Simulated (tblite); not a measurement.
Input of a run (GFN2-xTB geometry optimisation, gas phase (tblite 0.8.0)), started from a force field or distance geometry:
```
{"job": {"kind": "relax", "xc": "GFN2-xTB", "basis": "xTB"}, "charge": 0, "multiplicity": 1}
C     -2.159000    -1.358200     0.032800
Si    -1.174500     0.217400     0.047800
C     -1.790800     1.377000     1.362700
C      0.614400    -0.147600     0.313500
C      1.597100     0.131100    -0.537400
C      2.988200    -0.209900    -0.228500
O      3.414200    -0.748700     0.773700
O      3.806800     0.173300    -1.225000
H     -3.219200    -1.145500    -0.154300
H     -2.101000    -1.883000     0.994700
H     -1.819400    -2.034200    -0.752600
H     -1.306800     0.869000    -1.264200
H     -1.722800     0.940800     2.367500
H     -2.847900     1.625700     1.183500
H     -1.235300     2.324700     1.358200
H      0.834300    -0.641800     1.279500
H      1.423400     0.621900    -1.495200
H      4.689600    -0.105700    -0.921600
```

Output (eV, eV/Å):
```
step      E/eV     max force
  0    -697.23317    1.253
  1    -697.30306    0.582
  2    -697.32182    0.628
  3    -697.34202    0.342
  4    -697.36616    0.397
  5    -697.37240    0.254
  6    -697.37590    0.190
  7    -697.37893    0.162
  8    -697.38113    0.116
  9    -697.38219    0.097
 10    -697.38278    0.078
 11    -697.38337    0.063
 12    -697.38383    0.060
 13    -697.38411    0.049
 14    -697.38426    0.032
 15    -697.38437    0.026
 16    -697.38448    0.029
 17    -697.38459    0.028
 18    -697.38468    0.028
 19    -697.38476    0.026
 20    -697.38481    0.022
 21    -697.38486    0.017
 22    -697.38489    0.014
 23    -697.38493    0.018
 24    -697.38497    0.018
 25    -697.38502    0.019
 26    -697.38506    0.017
 27    -697.38511    0.019
 28    -697.38515    0.024
 29    -697.38521    0.026
 30    -697.38527    0.023
 31    -697.38532    0.018
 32    -697.38536    0.014
 33    -697.38540    0.013
 34    -697.38544    0.014
 35    -697.38548    0.018
 36    -697.38551    0.016
 37    -697.38553    0.015
 38    -697.38555    0.016
 39    -697.38558    0.017
 40    -697.38561    0.022
 41    -697.38565    0.023
 42    -697.38568    0.014
 43    -697.38570    0.008
```

Q: Summarise the run.

A: The energy falls by 0.153 eV over 43 L-BFGS steps, the largest force on an atom goes from 1.25 to 0.008 eV/Å, and the atoms move by 0.055 Å rms after alignment. Among the bonds, C1–Si2, Si2–C3 and Si2–C4 change most and about equally (+0.045 Å). Bonds longer at the end by more than 0.005 Å: 4 of 17; shorter: 8. Among the angles that change most is C6–O8–H18, from 103.8° to 110.0°. The energy never rose by more than 1e-5 eV on the way. The first step brought 46 % of the lowering.

Q: What are the final bond lengths?

A: C1–Si2 1.903 Å, Si2–C3 1.903 Å, Si2–C4 1.890 Å, C4=C5 1.332 Å, C5–C6 1.471 Å, C6=O7 1.207 Å, C6–O8 1.345 Å, C1–H9 1.086 Å, C1–H10 1.087 Å, C1–H11 1.086 Å, Si2–H12 1.472 Å, C3–H13 1.087 Å, C3–H14 1.086 Å, C3–H15 1.086 Å, C4–H16 1.085 Å, C5–H17 1.079 Å, O8–H18 0.970 Å. Numbering counts from 1 in the input's order; the species is `C[SiH](C)/C=C/C(=O)O`.

Its GFN2-xTB frequencies are all real (lowest 19 cm⁻¹). One conformer, not necessarily the lowest.

The values belong to the conformer `[CH3:1][SiH:2]([CH3:3])/[CH:4]=[CH:5]/[C:6](=[O:7])[OH:8]`: C1–Si2–C4–C5 120°, C4–C5–C6–O7 0°, H–O8–C6–C5 180°.

The numbers are calculated, not measured.
